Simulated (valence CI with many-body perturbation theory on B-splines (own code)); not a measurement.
## E1 line list for Ho LXII

Level of theory: configuration interaction combined with many-body perturbation theory (CI+MBPT): four valence electrons over a frozen Dirac-Fock core [He], a basis of 11 s, 11 p, 9 d, 7 f, 5 g, 2 h, 1 i functions for each j, with the one-electron correlation potential Σ1 (screened to all orders), the two-electron term Σ2, the three-electron term Σ3, Breit, model QED; selected single and double excitations, second order for the rest (own B-spline code, finite nucleus).

The last digits are not significant, and no measured levels were compared; by estimate large intervals hold to a few tenths of a per cent, small ones and those within an open d or f shell to about a per cent. Among the levels kept, up to 280 cm⁻¹ of a level comes from second order outside the variational space, and about a tenth of that is noise between levels of different J, which matters for small intervals.

Lines 201 to 247 of 247 in falling wavelength, among levels below 9910.8 eV, chosen from the strongest by gf and those to the six lowest levels. Wavelengths and rates use the calculated energies. Electric multipoles are in the length gauge, E1 and E2 with the static RPA response of the core. Weak lines are less certain than strong ones. Lines between different terms over intervals too small for the method are left out, as are lines whose strength nearly cancels. The highest levels of a list are the least certain.

Levels are named by their leading jj configuration (3d3/2^4 stands for four electrons in 3d with j = 3/2), which in mixed levels can hold well under half, so a name can repeat and another be missing. Letters in brackets count levels of one name in rising energy.

| λ vac (Å) | Upper | Lower | A (s⁻¹) | log gf | Branch % |
| --- | --- | --- | --- | --- | --- |
| 1.431 | (2s 2p1/2 2p3/2 3d3/2) J=1 [d] | (2s 2p1/2^2 2p3/2) J=1 | 7.86e+14 | -0.14 | 55.9 |
| 1.431 | (2s 2p1/2 2p3/2 3d3/2) J=2 [d] | (2s 2p1/2^2 2p3/2) J=1 | 1.06e+15 | 0.21 | 85.8 |
| 1.430 | (2s 2p1/2 2p3/2 3d3/2) J=0 [b] | (2s 2p1/2^2 2p3/2) J=1 | 1.20e+15 | -0.44 | 75.7 |
| 1.429 | (2s 2p1/2 2p3/2 3d3/2) J=2 [b] | (2s 2p1/2^2 2p3/2) J=2 | 8.08e+14 | 0.09 | 81.1 |
| 1.429 | (2s 2p1/2 2p3/2 3d5/2) J=2 [b] | (2s 2p1/2^2 2p3/2) J=1 | 8.59e+13 | -0.88 | 9.1 |
| 1.429 | (2s 2p1/2 2p3/2 3p1/2) J=1 [c] | (2s^2 2p1/2 2p3/2) J=1 | 3.23e+13 | -1.53 | 16.0 |
| 1.428 | (2s 2p1/2 2p3/2 3d3/2) J=1 [b] | (2s 2p1/2^2 2p3/2) J=2 | 8.27e+14 | -0.12 | 86.7 |
| 1.426 | (2s^2 2p1/2 3d3/2) J=1 | (2s^2 2p1/2^2) J=0 | 1.18e+15 | 0.03 | 86.7 |
| 1.425 | (2s^2 2p3/2 3d3/2) J=2 | (2s^2 2p1/2 2p3/2) J=2 | 4.34e+14 | -0.18 | 45.2 |
| 1.424 | (2s^2 2p3/2 3d3/2) J=3 | (2s^2 2p1/2 2p3/2) J=2 | 9.06e+14 | 0.29 | 99.0 |
| 1.423 | (2s^2 2p3/2 3d3/2) J=1 | (2s^2 2p1/2 2p3/2) J=2 | 1.55e+14 | -0.85 | 13.3 |
| 1.423 | (2s 2p1/2 2p3/2 3d5/2) J=3 [a] | (2s 2p1/2^2 2p3/2) J=2 | 3.08e+13 | -1.18 | 2.2 |
| 1.423 | (2s 2p1/2 2p3/2 3d5/2) J=1 | (2s 2p1/2^2 2p3/2) J=2 | 3.10e+12 | -2.55 | 0.6 |
| 1.422 | (2s^2 2p3/2 3d3/2) J=2 | (2s^2 2p1/2 2p3/2) J=1 | 4.50e+14 | -0.17 | 46.9 |
| 1.422 | (2s 2p1/2 2p3/2 3d3/2) J=2 [c] | (2s 2p1/2^2 2p3/2) J=2 | 3.65e+12 | -2.26 | 1.2 |
| 1.422 | (2s 2p1/2 2p3/2 3d3/2) J=3 [c] | (2s 2p1/2^2 2p3/2) J=2 | 1.68e+13 | -1.45 | 41.1 |
| 1.421 | (2s^2 2p3/2 3d3/2) J=1 | (2s^2 2p1/2 2p3/2) J=1 | 7.31e+14 | -0.18 | 62.6 |
| 1.420 | (2s^2 2p3/2 3d3/2) J=0 | (2s^2 2p1/2 2p3/2) J=1 | 8.94e+14 | -0.57 | 99.9 |
| 1.418 | (2s 2p1/2 2p3/2 3d5/2) J=3 [b] | (2s 2p1/2^2 2p3/2) J=2 | 3.73e+12 | -2.10 | 0.4 |
| 1.414 | (2s^2 2p3/2 3d5/2) J=2 | (2s^2 2p1/2 2p3/2) J=2 | 3.25e+12 | -2.31 | 0.4 |
| 1.412 | (2s 2p1/2 2p3/2 3p3/2) J=3 [a] | (2s^2 2p1/2 2p3/2) J=2 | 3.85e+13 | -1.09 | 8.3 |
| 1.411 | (2p1/2^2 2p3/2 3s) J=2 | (2s^2 2p1/2 2p3/2) J=2 | 1.60e+13 | -1.62 | 12.2 |
| 1.411 | (2s 2p1/2 2p3/2 3p3/2) J=1 [a] | (2s^2 2p1/2 2p3/2) J=2 | 2.03e+13 | -1.74 | 8.3 |
| 1.411 | (2s^2 2p3/2 3d5/2) J=3 | (2s^2 2p1/2 2p3/2) J=2 | 1.77e+12 | -2.43 | 0.1 |
| 1.409 | (2s^2 2p3/2 3d5/2) J=1 | (2s^2 2p1/2 2p3/2) J=2 | 5.22e+12 | -2.33 | 0.5 |
| 1.409 | (2s 2p1/2 2p3/2 3p3/2) J=1 [b] | (2s^2 2p1/2 2p3/2) J=2 | 3.95e+13 | -1.45 | 13.9 |
| 1.409 | (2p1/2^2 2p3/2 3s) J=2 | (2s^2 2p1/2 2p3/2) J=1 | 5.46e+13 | -1.09 | 41.6 |
| 1.408 | (2s 2p1/2 2p3/2 3p3/2) J=1 [a] | (2s^2 2p1/2 2p3/2) J=1 | 1.40e+14 | -0.90 | 57.0 |
| 1.407 | (2s 2p1/2 2p3/2 3p3/2) J=2 [a] | (2s^2 2p1/2 2p3/2) J=2 | 6.52e+13 | -1.01 | 29.4 |
| 1.406 | (2s^2 2p3/2 3d5/2) J=1 | (2s^2 2p1/2 2p3/2) J=1 | 3.83e+12 | -2.47 | 0.4 |
| 1.406 | (2s 2p1/2 2p3/2 3p3/2) J=1 [b] | (2s^2 2p1/2 2p3/2) J=1 | 9.70e+13 | -1.06 | 34.1 |
| 1.405 | (2s 2p1/2 2p3/2 3p3/2) J=2 [a] | (2s^2 2p1/2 2p3/2) J=1 | 1.40e+14 | -0.69 | 63.1 |
| 1.403 | (2s 2p1/2 2p3/2 3p3/2) J=0 [a] | (2s^2 2p1/2 2p3/2) J=1 | 3.77e+14 | -0.95 | 99.2 |
| 1.403 | (2s 2p1/2 2p3/2 3p3/2) J=2 [b] | (2s^2 2p1/2 2p3/2) J=2 | 1.40e+14 | -0.68 | 85.7 |
| 1.402 | (2s 2p1/2 2p3/2 3p3/2) J=3 [b] | (2s^2 2p1/2 2p3/2) J=2 | 2.12e+14 | -0.36 | 92.9 |
| 1.401 | (2s 2p1/2^2 3p3/2) J=1 | (2s^2 2p1/2^2) J=0 | 3.67e+14 | -0.49 | 99.5 |
| 1.400 | (2s 2p1/2 2p3/2 3p3/2) J=1 [c] | (2s^2 2p1/2 2p3/2) J=2 | 3.01e+14 | -0.58 | 88.5 |
| 1.400 | (2s 2p1/2 2p3/2 3p3/2) J=2 [b] | (2s^2 2p1/2 2p3/2) J=1 | 1.26e+13 | -1.73 | 7.7 |
| 1.398 | (2s 2p1/2 2p3/2 3p3/2) J=1 [c] | (2s^2 2p1/2 2p3/2) J=1 | 9.53e+12 | -2.08 | 2.8 |
| 1.394 | (2s 2p1/2 2p3/2 3p3/2) J=2 [c] | (2s^2 2p1/2 2p3/2) J=2 | 1.62e+13 | -1.63 | 7.9 |
| 1.394 | (2s 2p1/2 2p3/2 3p3/2) J=3 [c] | (2s^2 2p1/2 2p3/2) J=2 | 1.42e+14 | -0.54 | 90.3 |
| 1.392 | (2s 2p1/2 2p3/2 3p3/2) J=2 [d] | (2s^2 2p1/2 2p3/2) J=2 | 1.51e+14 | -0.66 | 93.1 |
| 1.391 | (2s 2p1/2 2p3/2 3p3/2) J=1 [d] | (2s^2 2p1/2 2p3/2) J=2 | 4.21e+13 | -1.44 | 24.1 |
| 1.391 | (2s 2p1/2 2p3/2 3p3/2) J=2 [c] | (2s^2 2p1/2 2p3/2) J=1 | 1.81e+14 | -0.58 | 87.5 |
| 1.389 | (2s 2p1/2 2p3/2 3p3/2) J=2 [d] | (2s^2 2p1/2 2p3/2) J=1 | 2.52e+12 | -2.44 | 1.6 |
| 1.389 | (2s 2p1/2 2p3/2 3p3/2) J=1 [d] | (2s^2 2p1/2 2p3/2) J=1 | 1.21e+14 | -0.98 | 69.2 |
| 1.388 | (2s 2p1/2 2p3/2 3p3/2) J=1 [e] | (2s^2 2p1/2 2p3/2) J=1 | 9.49e+12 | -2.09 | 40.9 |
